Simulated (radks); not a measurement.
Spherical quantum dot in the effective-mass picture: electrons in a hard-walled sphere of radius 2.35, all in effective atomic units (hartree* = m*/eps^2 hartree, bohr* = eps/m* bohr), one dielectric constant everywhere. Method: non-relativistic Kohn-Sham, r2SCAN, spin-polarised, spherical densities, generalised Kohn-Sham scheme; computed with a radial shooting solver with Libxc functionals. Levels are named by radial order and angular momentum (1s, 1p, 1d, 2s, ...), and open shells are averaged over m. Results are scaled to m* = 0.277 and eps = 18, for which hartree* = 23.26 meV and bohr* = 3.439 nm.

N = 11, configuration 1s2 1p6 1d(up 3, down 0). This is the lowest configuration that the search found. Occupied and some empty levels:

level    occupation  eigenvalue (meV)  <r> (nm)
1s up             1            163.41     4.802
1s down           1            165.73     4.730
1p up             3            178.85     5.216
1p down           3            181.92     5.185
1d up             3            202.49     5.511
1d down           0            206.08     5.502
2s up             0            231.89     3.767
1f up             0            233.09     5.736
2s down           0            233.50     3.841
1f down           0            237.01     5.735
2p up             0            272.41     4.279
2p down           0            274.18     4.295

Energy (meV): total 1228.40, kinetic 534.64, external 0, Hartree 843.04, exchange-correlation -149.27.

Electron density:

r (nm)  n(r) (e/nm^3)
0.415        0.002030
1.02         0.002502
1.62         0.003383
2.23         0.004683
2.83         0.006319
3.44         0.008071
4.04         0.009572
4.65          0.01032
5.25         0.009853
5.86         0.007976
6.46         0.005091
7.07         0.002188
7.67        0.0003573
